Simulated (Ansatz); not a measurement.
Input for Ansatz (development build ahead of 0.2.0):

```yaml
crystal:
  periodic: [false, false, false]
  atoms:
    - { symbol: P, position_ang: [0.0, 0.0, 0.0] }
    - { symbol: Be, position_ang: [0.0, 2.9415, 0.0] }
    - { symbol: Be, position_ang: [0.0, -2.9415, 0.0] }
basis:
  gaussian: { orbitals: pcseg-2 }
total_charge: 1
magnetization:
  initial_magnetization: 2
hamiltonian:
  xc: pbe
```

The input is written out in the form of the current development build from the run's settings.

Output:

```
Converged                       : yes
Total energy                    : -370.14263 hartree
Spin squared of the determinant : 2.000
Stability test                  : minimum among restricted orbitals
```

Caution: other spin multiplicities may lie lower.
